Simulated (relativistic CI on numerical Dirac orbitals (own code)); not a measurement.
Hyperfine structure of Sr20+, mass number 87

Method of calculation: Dirac-Coulomb-Breit CI, orbitals from a KLI potential per configuration, QED by a radiative potential, unscaled Slater integrals (own radial code, finite nucleus).

Configurations in the expansion (outside the closed core [Ne]): 3s²3p⁶, 3s²3p⁵3d, 3s3p⁶3d, 3s²3p⁵4s, 3s²3p⁵4p, 3s²3p⁵4d, 3s3p⁶4s, 3s²3p⁵4f, 3p⁶3d², 3p⁵3d³, 3p⁵3d²4s, 3p⁵3d²4p, 3p⁵3d²4d, 3p⁶3d4s, 3p⁵3d4s², 3p⁵3d4s4p, 3p⁵3d4s4d. Double excitations out of closed p, d and f shells are left out; levels of such configurations are missing from the list, as are those of other unlisted configurations, and high levels can miss mixing partners. These lack a partner that the ground configuration has and come out too high: 3s²3p⁵4f.

Nuclear spin I = 9/2, μ = -1.09316 μN, Q = 0.305 b (tables of Stone and Pyykkö). The electronic factors are computed for point nuclear moments, without core polarisation or the Bohr-Weisskopf and QED corrections.

```csv
Level,E (cm⁻¹),A (MHz),B (MHz)
3s²3p⁵3d ³P°1,784507,-1158,1310
3s²3p⁵3d ³P°2,815373,-896.3,1580
3s²3p⁵3d ³F°3,822711,-3289,-8990
3s²3p⁵3d ³F°4,823487,-2191,-8170
3s²3p⁵3d ³D°3,883061,-1949,3540
3s²3p⁵3d ³D°1,920470,434.5,2790
3s²3p⁵3d ³D°2,964787,2098,5300
3s²3p⁵3d ¹P°1,1166233,2957,-183
```

Levels with J = 0, under 50 % of one LS term, or S terms without an open s electron are left out. Small factors come from cancelling terms and can be off by tens of per cent or more.

At this charge energies of transitions that change n are usually good to better than 1 %, and those within a shell (Δn = 0) to a few per cent.

Q: Give the hyperfine levels of 3s²3p⁵3d ³P°1 relative to its centre of gravity.

A: With K = F(F + 1) − I(I + 1) − J(J + 1), E = AK/2 + B[¾K(K + 1) − I(I + 1)J(J + 1)]/[2I(2I − 1)J(2J − 1)]: F = 7/2: 6969, F = 9/2: 283.5, F = 11/2: -4882 MHz.

LS names give the leading component of a level, which can be under half, so a name can repeat, a term be missing and a line seem to break the LS rules.
